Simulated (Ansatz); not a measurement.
Z-matrix (Å, degrees):
```
C
C 1 1.513
H 1 1.094 2 110.9
H 1 1.095 2 110.7 3 -119.4
H 1 1.092 2 110.5 3 120.3
O 2 1.409 1 112.2 3 -175.7
H 2 1.097 1 109.7 3 -57.0
H 2 1.099 1 109.4 3 59.9
In 6 1.972 2 122.9 1 -79.9
C 9 2.121 6 126.7 2 174.6
Cl 9 2.345 6 110.0 2 -7.2
H 10 1.089 9 109.9 6 -2.6
H 10 1.090 9 108.9 6 118.0
H 10 1.090 9 109.0 6 -123.2
```

Total charge 0; spin multiplicity 1. In takes the def2 core potential.

(1) List the PBE0/def2-TZVPP orbital energies in eV (the Gaussian-basis code of Ansatz). (Estimate.)

## Answers

(1) The calculation gave: Occupied: -2766.60, -522.09, -279.06, -278.75, -277.66, -258.43, -196.69, -196.59, -196.57, -128.72, -85.23, -84.98, -84.87, -27.39, -22.64, -21.97, -21.83, -21.76, -21.69, -20.93, -20.34, -19.52, -16.70, -13.27, -12.56, -11.97, -11.94, -11.65, -10.90, -10.23, -10.15, -9.01, -8.75, -8.46, -7.75, -7.59. Lowest empty: -1.19, -1.04, 0.70, 0.87, 1.69, 1.89, 2.39, 2.76.
